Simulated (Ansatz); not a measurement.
Two isomers of C3H7BO2: A = `COC1(O)BC1`, B = `B/C=C(/O)OC`.

Gas-phase electronic energies from Ansatz, PBE0-D4/def2-TZVP geometries. CCSD(T)/CBS is the MP2 limit (def2-TZVPP, def2-QZVPP) plus CCSD(T) − MP2 in def2-TZVPP, frozen cores. Functionals use def2-TZVPP. B3LYP here is the variant with VWN-RPA as its local correlation; programs differ in this. Each species was taken in one conformer, which may not be the lowest.

(1) Which is lower in electronic energy at CCSD(T)/CBS, and by how much? (An estimate is asked.)

(2) Give E(B) − E(A) in kJ/mol with PBE-D4, ωB97M-V, CCSD/def2-TZVPP, B3LYP, MP2/def2-TZVPP, B2PLYP, HF/def2-TZVPP. (Best estimate.)

Largest T1 diagnostic: 0.013.

## Answers

(1) The calculation gave: B, by 109.7 kJ/mol.

(2) The calculation gave: PBE-D4 -112.5, ωB97M-V -109.3, CCSD/def2-TZVPP -111.2, B3LYP -125.1, MP2/def2-TZVPP -113.5, B2PLYP -122.5, HF/def2-TZVPP -131.7. None reverses the order clearly.

From PBE to PBE0 (25 % exact exchange), in def2-TZVPP and without D4, E(B) − E(A) moves by +4.2 kJ/mol. In def2-TZVPP, CCSD(T) changes the Hartree–Fock value by +17.5 kJ/mol (the triples alone add −3.1 kJ/mol) and MP2 by +18.2 kJ/mol.
